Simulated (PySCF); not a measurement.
# Computed records: GeH₃O, CH₆Ge₂O, GeH₅NOSi, GeH₄O₂ and others

Calculation on a computer-drawn molecule: optimised geometry and harmonic frequencies of an isolated molecule of the commonest isotopes, restricted reference for singlets and unrestricted otherwise, frozen core in MP2; on germanium a core potential holds 10 electrons, which the energies leave out, and 3d is frozen in MP2 and coupled-cluster steps. Program: PySCF 2.14.0.

Common to all runs: charge 0; basis and core potential on germanium cc-pVDZ-PP ECP10MDF.

(1) GeH₃O

Start structure:
```xyz
5
GeH3O
O     -0.2667     0.2435     1.5152
Ge    -0.0496    -1.0822     0.4154
H      0.1110     0.2425     2.3872
H     -0.6518    -0.2693    -0.8203
H      1.5940    -0.9877     0.1452
```

* multiplicity: 2
* method: HF
* basis: cc-pVDZ
* rotational constants: 102.1, 10.57, 9.994 GHz
* total energy: -369.9654 hartree
* spin squared: 0.7546
* convergence status largest gradient component: 6.723e-06 hartree/bohr

Drawn bonds:
```csv
atom,other atom,order
1,2,1
1,3,1
2,4,1
2,5,1
```

Optimised structure:
```xyz
5
GeH3O
O     -0.3121     0.3112     1.6085
Ge     0.0280    -0.9141     0.3566
H      0.1404     0.1800     2.4293
H     -0.6718    -0.3888    -0.9019
H      1.5523    -1.0416     0.1503
```

Modes:
```csv
frequency (cm⁻¹),reduced mass (dalton)
243.2,1.075
669.8,1.057
728.7,9.077
774.3,1.126
910.6,1.026
956.7,1.116
2143,1.018
2207,1.023
4157,1.067
```

(2) GeH₃O

Start structure:
```xyz
5
GeH3O
O     -0.3121     0.3112     1.6085
Ge     0.0280    -0.9141     0.3566
H      0.1404     0.1800     2.4293
H     -0.6718    -0.3888    -0.9019
H      1.5523    -1.0416     0.1503
```

* multiplicity: 2
* method: MP2
* basis: cc-pVDZ
* rotational constants: 99.43, 10.28, 9.721 GHz
* total energy: -370.2412 hartree
* spin squared: 0.7549
* convergence status largest gradient component: 1.277e-05 hartree/bohr

Drawn bonds:
```csv
atom,other atom,order
1,2,1
1,3,1
2,4,1
2,5,1
```

Optimised structure:
```xyz
5
GeH3O
O     -0.3386     0.3439     1.6128
Ge     0.0295    -0.9192     0.3621
H      0.1550     0.1587     2.4261
H     -0.6698    -0.3918    -0.9041
H      1.5607    -1.0449     0.1459
```

Modes:
```csv
frequency (cm⁻¹),reduced mass (dalton)
273.3,1.069
633.6,1.06
695.9,12.55
725.8,1.097
863.4,1.026
940.5,1.098
2091,1.018
2164,1.023
3849,1.067
```

(3) CH₆Ge₂O

Start structure:
```xyz
10
CH6Ge2O
O      1.0224    -3.8987     0.1962
Ge    -0.0877    -2.6535    -0.4248
C      0.4512    -0.9748     0.3157
Ge     1.6772     0.0086    -0.5280
H      0.7941    -4.8420     0.0130
H     -1.5417    -3.0240     0.0272
H     -0.0459    -2.7559    -1.9048
H      0.3893    -0.9550     1.3681
H      1.7749     0.0397    -2.0869
H      2.1532     1.3376    -0.0064
```

- multiplicity: 1
- method: HF
- basis: cc-pVDZ
- rotational constants: 9.948, 0.9478, 0.9173 GHz
- total energy: -702.9325 hartree
- convergence status largest gradient component: 2.045e-05 hartree/bohr

Drawn bonds:
```csv
atom,other atom,order
1,2,1
2,3,1
3,4,2
1,5,1
2,6,1
2,7,1
3,8,1
4,9,1
4,10,1
```

Optimised structure:
```xyz
10
CH6Ge2O
O      0.9311    -4.0743     0.2451
Ge    -0.0201    -2.7135    -0.4194
C      0.6737    -1.0915     0.3281
Ge     1.4980     0.1642    -0.5988
H      0.5548    -4.9285     0.0895
H     -1.4889    -2.9567    -0.0413
H      0.1227    -2.7025    -1.9480
H      0.5634    -0.9329     1.3964
H      1.7224     0.0684    -2.0982
H      2.0299     1.4493     0.0160
```

Modes:
```csv
frequency (cm⁻¹),reduced mass (dalton)
64.96,4.019
142.5,4.943
185.7,1.151
196.5,2.06
347.7,1.792
486.7,1.822
531.6,1.131
552.5,1.092
713.2,1.445
721.1,11.4
762.3,1.308
809.3,1.12
866,1.083
929.7,1.217
960.9,1.025
967.2,1.206
980.3,1.396
1212,1.847
2193,1.024
2217,1.015
2274,1.023
2287,1.017
3328,1.087
4155,1.067
```

(4) GeH₅NOSi

Start structure:
```xyz
9
GeH5NOSi
O     -1.7076     1.5181     2.5574
Ge    -0.7246     1.5258     1.1912
N      0.1499    -0.0767     0.9989
Si    -0.1448    -1.5964     0.8813
H     -1.2718     1.3264     3.3581
H      0.2179     2.6044     1.1969
H     -1.9010     1.8003     0.1193
H     -1.3430    -2.4276     0.6204
H      1.0559    -2.4497     0.8604
```

* multiplicity: 1
* method: HF
* basis: cc-pV(D+d)Z
* rotational constants: 8.804, 1.886, 1.593 GHz
* total energy: -714.5330 hartree
* convergence status largest gradient component: 8.949e-06 hartree/bohr

Drawn bonds:
```csv
atom,other atom,order
1,2,1
2,3,1
3,4,2
1,5,1
2,6,1
2,7,1
4,8,1
4,9,1
```

Optimised structure:
```xyz
9
GeH5NOSi
O     -1.9539     1.3091     2.4008
Ge    -0.7468     1.5257     1.0998
N      0.0189    -0.0359     0.6205
Si    -0.0595    -1.5768     0.8742
H     -1.5895     1.2268     3.2696
H      0.3381     2.4808     1.6052
H     -1.5462     2.1029    -0.0609
H     -0.9332    -2.2874     1.8287
H      0.8030    -2.5207     0.1459
```

Modes:
```csv
frequency (cm⁻¹),reduced mass (dalton)
69.98,5.915
94.02,1.978
183.4,1.056
245.9,1.381
287.2,8.533
539.4,5.983
599.8,1.212
718.7,9.192
748.8,1.185
760.6,1.389
766.6,1.065
900.7,1.067
943.4,1.031
955.3,1.126
1091,1.053
1376,13
2226,1.022
2273,1.017
2339,1.045
2367,1.04
4162,1.067
```

(5) GeH₄O₂

Start structure:
```xyz
7
GeH4O2
O     -0.2232    -0.9151    -0.4688
Ge     0.3848     0.6496    -0.1720
O      0.5786     0.5785     1.6487
H     -0.4062    -1.0865    -1.3516
H      1.8198     0.8861    -0.7177
H     -0.5555     1.7648    -0.4043
H      0.2010    -0.2265     2.0131
```

- multiplicity: 1
- method: HF
- basis: cc-pVDZ
- rotational constants: 15.12, 6.616, 5.002 GHz
- total energy: -445.4746 hartree
- convergence status largest gradient component: 1.513e-05 hartree/bohr

Drawn bonds:
```csv
atom,other atom,order
1,2,1
2,3,1
1,4,1
2,5,1
2,6,1
3,7,1
```

Optimised structure:
```xyz
7
GeH4O2
O      0.0610    -0.8536    -0.9852
Ge     0.4238     0.6637    -0.1462
O      0.1213     0.4733     1.5888
H     -0.8388    -1.1418    -0.9247
H      1.8970     0.9110    -0.4317
H     -0.5191     1.7774    -0.5746
H      0.6540    -0.1791     2.0211
```

Modes:
```csv
frequency (cm⁻¹),reduced mass (dalton)
226,1.877
239.9,1.16
339.3,1.827
594.2,1.138
736,1.033
747,12.38
753.3,11.34
898.3,1.094
937.8,1.03
958.3,1.12
974.2,1.119
2283,1.026
2294,1.014
4153,1.067
4155,1.067
```

(6) GeH₄O₂

Start structure:
```xyz
7
GeH4O2
O      0.0610    -0.8536    -0.9852
Ge     0.4238     0.6637    -0.1462
O      0.1213     0.4733     1.5888
H     -0.8388    -1.1418    -0.9247
H      1.8970     0.9110    -0.4317
H     -0.5191     1.7774    -0.5746
H      0.6540    -0.1791     2.0211
```

* multiplicity: 1
* method: MP2
* basis: cc-pVDZ
* rotational constants: 15.19, 6.297, 4.844 GHz
* total energy: -445.9553 hartree
* convergence status largest gradient component: 1.044e-05 hartree/bohr

Drawn bonds:
```csv
atom,other atom,order
1,2,1
2,3,1
1,4,1
2,5,1
2,6,1
3,7,1
```

Optimised structure:
```xyz
7
GeH4O2
O      0.0841    -0.8881    -1.0120
Ge     0.4194     0.6524    -0.1403
O      0.0916     0.4915     1.6239
H     -0.8558    -1.1147    -0.9474
H      1.9000     0.8975    -0.4305
H     -0.5291     1.7729    -0.5663
H      0.6890    -0.1606     2.0200
```

Modes:
```csv
frequency (cm⁻¹),reduced mass (dalton)
221.1,2.588
277,1.165
335.9,1.453
552.2,1.142
705.3,1.838
706.5,2.023
723.9,15.02
859.6,1.066
874,1.029
943.2,1.099
955.8,1.11
2228,1.014
2231,1.026
3851,1.066
3854,1.066
```

(7) GeH₂O

Start structure:
```xyz
4
GeH2O
O     -0.8199     2.1751     0.9143
Ge     0.4532     3.2492     0.9476
H     -0.8524     1.2696     1.4676
H      1.4880     2.4586     2.0223
```

- multiplicity: 1
- method: HF
- basis: cc-pVDZ
- rotational constants: 158.6, 11.07, 10.34 GHz
- total energy: -369.4014 hartree
- convergence status largest gradient component: 5.593e-06 hartree/bohr

Drawn bonds:
```csv
atom,other atom,order
1,2,1
1,3,1
2,4,1
```

Optimised structure:
```xyz
4
GeH2O
O     -0.8598     2.1143     0.9308
Ge     0.5016     3.2637     0.9652
H     -0.7904     1.3335     1.4616
H      1.4175     2.4410     1.9942
```

Modes:
```csv
frequency (cm⁻¹),reduced mass (dalton)
598.5,1.094
726.4,13.32
769,1.012
969.6,1.153
1917,1.021
4155,1.067
```

(8) GeH₂O

Start structure:
```xyz
4
GeH2O
O     -0.8598     2.1143     0.9308
Ge     0.5016     3.2637     0.9652
H     -0.7904     1.3335     1.4616
H      1.4175     2.4410     1.9942
```

* multiplicity: 1
* method: MP2
* basis: cc-pVDZ
* rotational constants: 152.3, 10.75, 10.04 GHz
* total energy: -369.6741 hartree
* convergence status largest gradient component: 1.129e-05 hartree/bohr

Drawn bonds:
```csv
atom,other atom,order
1,2,1
1,3,1
2,4,1
```

Optimised structure:
```xyz
4
GeH2O
O     -0.8928     2.1162     0.9112
Ge     0.5058     3.2713     0.9627
H     -0.7471     1.3437     1.4793
H      1.4030     2.4213     1.9985
```

Modes:
```csv
frequency (cm⁻¹),reduced mass (dalton)
634.3,1.086
691.9,4.171
718.2,1.231
934.1,1.132
1877,1.022
3837,1.067
```
